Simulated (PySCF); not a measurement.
**Working out the ionisation energy of Ti¹⁰⁺**

Ti¹⁰⁺ [Ne] 3s2 (1S) → Ti¹¹⁺ [Ne] 3s1 (2S). All numbers are calculated (PySCF 2.14, the spin-free X2C one-electron Hamiltonian (Gaussian nucleus), in an uncontracted even-tempered set (19 s from 0.59 bohr⁻², ratio 2.5; 12 p from 0.76 bohr⁻², ratio 2.5; 5 d from 3.3 bohr⁻², ratio 2.7; 4 f from 5 bohr⁻², ratio 2.7)). Frozen: 1s2; the 23 highest virtual orbitals dropped. Energies in hartree (1 hartree = 27.21139 eV):

```
            part  Ti¹⁰⁺ (lower)  Ti¹¹⁺ (upper)
             UHF    -815.360123    -805.707283
CCSD correlation      -0.400267      -0.311572
             (T)      -0.002436      -0.000665
```

Q: What does Hartree-Fock give?

A: (-805.707283) − (-815.360123) = 9.652840 hartree = 262.667 eV.

Q: What do CCSD and CCSD(T) give?

A: The CCSD correlation energies differ by 0.088695 hartree = 2.414 eV and the triples by 0.001771 hartree = 0.048 eV, so CCSD gives 265.081 eV and CCSD(T) 265.129 eV.

A first-order spin-orbit estimate adds 0.000 eV to CCSD(T) (outer shells), giving 265.129 eV against 265.07 ± 0.06 eV (semi-empirical (NIST evaluation); NIST Atomic Spectra Database, ionization energies).

What remains against the reference includes basis incompleteness, the frozen core and higher excitations.
